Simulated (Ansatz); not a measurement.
Ansatz (a program for electronic structure) input (B3LYP-D3(BJ)/def2-TZVP):

Ansatz 0.2 input:
```yaml
crystal:
  periodic: [false, false, false]
  atoms:
    - {symbol: Re, position_ang: [0.12185452, -0.16181673, 0.12575074]}
    - {symbol: O, position_ang: [1.71750234, -0.52288716, -0.35615445]}
    - {symbol: O, position_ang: [-0.64952823, -0.89532923, 1.45827635]}
    - {symbol: Cl, position_ang: [-1.04016951, 1.38129327, -1.07342826]}
basis:
  gaussian:
    orbitals: def2-TZVP
hamiltonian:
  xc: b3lyp
  dispersion: d3bj
magnetization: {spin_polarized: true, initial_magnetization: 2}
phonons: {temperatures: {t_min: 298.15, t_max: 298.15, t_step: 100}}
```

Output:

```
Functional definition: B3LYP
integrals: 0.06 GiB planned
942 factors; their error is unknown
mean field: 0.72 GiB planned
mean field evaluation 1: about -18737.2186 eV, gradient 6.7e1 eV
mean field evaluation 2: about -18530.3244 eV, gradient 2.2e2 eV
mean field evaluation 4: about -18752.3482 eV, gradient 7.8e0 eV
mean field evaluation 8: about -18752.5765 eV, gradient 9.3e-2 eV
mean field evaluation 16: about -18752.6229 eV, gradient 2.9e-4 eV
mean field -18752.62292159 eV, -689.1461813842 hartree, gradient 2.8e-5 eV, S^2 2.006153; 0 other end points of the search recorded, 0 dependent functions left out
the calculation of the forces begins
reference -18752.62314872 eV, -689.1461897309 hartree; 25, 23 occupied and 114, 116 virtual orbitals, 942 factors
these checks for a lower state are left out or cut short: stability, starts, cluster_reference, orbital_swaps, neighbouring_geometries, increment
integrals: 0.06 GiB planned
942 factors; their error is unknown
mean field: 0.72 GiB planned
mean field -18752.62278478 eV, -689.1461763563 hartree, gradient 1.0e-6 eV, S^2 2.006148; 0 other end points of the search recorded, 0 dependent functions left out
the calculation of the forces begins
reference -18752.62301190 eV, -689.1461847029 hartree; 25, 23 occupied and 114, 116 virtual orbitals, 942 factors
these checks for a lower state are left out or cut short: stability, starts, cluster_reference, orbital_swaps, neighbouring_geometries, increment
integrals: 0.06 GiB planned
942 factors; their error is unknown
mean field: 0.72 GiB planned
mean field evaluation 32: about -18752.6228 eV, gradient 3.5e-4 eV
mean field -18752.62277911 eV, -689.1461761480 hartree, gradient 1.1e-6 eV, S^2 2.006158; 0 other end points of the search recorded, 0 dependent functions left out
the calculation of the forces begins
reference -18752.62300623 eV, -689.1461844947 hartree; 25, 23 occupied and 114, 116 virtual orbitals, 942 factors
these checks for a lower state are left out or cut short: stability, starts, cluster_reference, orbital_swaps, neighbouring_geometries, increment
integrals: 0.06 GiB planned
942 factors; their error is unknown
mean field: 0.72 GiB planned
mean field -18752.62290261 eV, -689.1461806867 hartree, gradient 2.1e-6 eV, S^2 2.006164; 0 other end points of the search recorded, 0 dependent functions left out
the calculation of the forces begins
reference -18752.62312972 eV, -689.1461890329 hartree; 25, 23 occupied and 114, 116 virtual orbitals, 942 factors
these checks for a lower state are left out or cut short: stability, starts, cluster_reference, orbital_swaps, neighbouring_geometries, increment
integrals: 0.06 GiB planned
942 factors; their error is unknown
mean field: 0.72 GiB planned
mean field -18752.62292201 eV, -689.1461813997 hartree, gradient 2.1e-6 eV, S^2 2.006142; 0 other end points of the search recorded, 0 dependent functions left out
the calculation of the forces begins
reference -18752.62314915 eV, -689.1461897468 hartree; 25, 23 occupied and 114, 116 virtual orbitals, 942 factors
these checks for a lower state are left out or cut short: stability, starts, cluster_reference, orbital_swaps, neighbouring_geometries, increment
integrals: 0.06 GiB planned
942 factors; their error is unknown
mean field: 0.72 GiB planned
mean field -18752.62286512 eV, -689.1461793089 hartree, gradient 2.7e-6 eV, S^2 2.006176; 0 other end points of the search recorded, 0 dependent functions left out
the calculation of the forces begins
reference -18752.62309225 eV, -689.1461876558 hartree; 25, 23 occupied and 114, 116 virtual orbitals, 942 factors
these checks for a lower state are left out or cut short: stability, starts, cluster_reference, orbital_swaps, neighbouring_geometries, increment
integrals: 0.06 GiB planned
942 factors; their error is unknown
mean field: 0.72 GiB planned
mean field evaluation 64: about -18752.6228 eV, gradient 2.8e-6 eV
mean field -18752.62280839 eV, -689.1461772242 hartree, gradient 2.8e-6 eV, S^2 2.006130; 0 other end points of the search recorded, 0 dependent functions left out
the calculation of the forces begins
reference -18752.62303551 eV, -689.1461855707 hartree; 25, 23 occupied and 114, 116 virtual orbitals, 942 factors
these checks for a lower state are left out or cut short: stability, starts, cluster_reference, orbital_swaps, neighbouring_geometries, increment
integrals: 0.06 GiB planned
942 factors; their error is unknown
mean field: 0.72 GiB planned
mean field -18752.62286493 eV, -689.1461793017 hartree, gradient 1.9e-6 eV, S^2 2.006148; 0 other end points of the search recorded, 0 dependent functions left out
the calculation of the forces begins
reference -18752.62309204 eV, -689.1461876478 hartree; 25, 23 occupied and 114, 116 virtual orbitals, 942 factors
these checks for a lower state are left out or cut short: stability, starts, cluster_reference, orbital_swaps, neighbouring_geometries, increment
integrals: 0.06 GiB planned
942 factors; their error is unknown
mean field: 0.72 GiB planned
mean field -18752.62294015 eV, -689.1461820660 hartree, gradient 1.9e-6 eV, S^2 2.006158; 0 other end points of the search recorded, 0 dependent functions left out
the calculation of the forces begins
reference -18752.62316728 eV, -689.1461904132 hartree; 25, 23 occupied and 114, 116 virtual orbitals, 942 factors
Total energy: -18752.81518581 eV, -689.1532469638 hartree
Atom 0 at     0.121855    -0.161817     0.125751 Å, force    -0.000129     0.000172    -0.000133 eV/Å
Atom 1 at     1.717502    -0.522887    -0.356154 Å, force    -0.001664     0.000232     0.000678 eV/Å
Atom 2 at    -0.649528    -0.895329     1.458276 Å, force     0.001000     0.000651    -0.001364 eV/Å
Atom 3 at    -1.040170     1.381293    -1.073428 Å, force     0.000794    -0.001054     0.000819 eV/Å
Dipole moment:    -0.082205     0.109164    -0.084833 e Å
Vibrations: 96.17 148.61 281.10 414.91 968.36 1031.11 cm⁻¹, zero-point energy 0.182274 eV
```

This is an excited triplet: at this geometry the singlet lies 0.14 eV lower at wB97M-V/def2-TZVPD.
